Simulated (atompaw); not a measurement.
**Before and after: PAW (atompaw) potential for sulfur (S)**

```
Element                 : S
Generator               : atompaw 4.2.0.5
Type                    : PAW
Functional              : PBE
Relativity              : non-relativistic
Frozen core             : [Ne]
Valence charge          : 6
Reference configuration : 3s2 3p2 (charge +2)
Partial waves           : 3s (bound): rc 1.30 bohr; 3s channel at -2.35 Ry: rc 1.30 bohr; 3p (bound): rc 1.70 bohr; 3p channel at -1.25 Ry: rc 1.70 bohr
Local potential         : bessel scheme, radius 1.60 bohr
Core correction         : smooth core density matched at 1.60 bohr
Augmentation charge     : besselshape compensation charge, radius 1.60 bohr; PAW radius 1.70 bohr; waves and projectors: custom rrkj gramschmidtortho
```

All-electron outer shells of the reference configuration (PBE, non-relativistic, ld1.x):

```
shell  level (eV)  outermost node (bohr)  outermost maximum (bohr)
   3s      -39.26                   0.60                      1.37
   3p      -27.99                   0.58                      1.50
```

Change: wave 3s channel at -2.35 Ry: rc 1.30 bohr becomes 3s channel at -2.35 Ry: rc 1.46 bohr.

Cutoffs: the cutoffs (Ry, on a coarse ladder) from which the occupation-weighted sum of valence levels, in a spherical-Bessel basis at the reference potential, stays within 10 and 1 mRy of its value at 400 Ry; they do not see the model core or the augmentation charge, which bear on the density cutoff.

**Question.** What does the change do?

**Answer.** The potential gets neither clearly harder nor softer (21 Ry and 40 Ry → 21 Ry and 40 Ry); the p channel sets the loose cutoff, while the largest relative change is in s, which becomes softer; neither file shows a bound ghost.

| quantity | base | changed |
| --- | --- | --- |
| cutoff, loose | 21 Ry | 21 Ry |
| cutoff, tight | 40 Ry | 40 Ry |
| loose cutoff by channel (10 mRy a level) | s 18 Ry, p 15 Ry | s 8 Ry, p 15 Ry |
| bound ghosts | none | none |
| s: phases at 1.71 bohr within 0.05 rad from the reference energy up to (Ry; the scan ends near 5) | 3.2 | 2.3 |
| p: phases at 1.71 bohr within 0.05 rad from the reference energy up to (Ry; the scan ends near 5) | to the end of the scan | to the end of the scan |
| lowest overlap eigenvalue by channel | s 0.68, p 0.82 | s 0.02, p 0.82 |

 The cutoffs see the waves, projectors and local potential, not the compensation charge or the core.
